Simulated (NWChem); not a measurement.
# BHClF; SMILES FBCl

```xyz
4

B     -0.5420    -0.5691     0.0000
H     -1.7288    -0.7598     0.0000
F      0.2891    -1.5835     0.0000
Cl     0.1080     1.0504     0.0000
```
Atoms are numbered in this order, from 1.

The geometry was optimised at PBE0/def2-SVP.

Symmetry labels are those of Cs in the frame above (b1 and b2, or b-type labels, depend on it).

### Question
List the 6 lowest vertical singlet excitations from BHandHLYP/aug-cc-pVDZ, full TDDFT (NWChem).

### Answer
| state | energy (eV) | oscillator strength | symmetry | leading excitation (squared amplitude) |
|---|---|---|---|---|
| S1 | 7.07 | 0.004 | a" | HOMO → LUMO (0.92) |
| S2 | 8.03 | 0.004 | a" | HOMO−2 → LUMO (0.90) |
| S3 | 8.33 | 0.096 | a' | HOMO−1 → LUMO (0.90) |
| S4 | 9.02 | 0.064 | a' | HOMO → LUMO+1 (0.81) |
| S5 | 9.56 | 0.094 | a" | HOMO−1 → LUMO+1 (0.81) |
| S6 | 9.63 | 0.082 | a' | HOMO → LUMO+2 (0.68) |
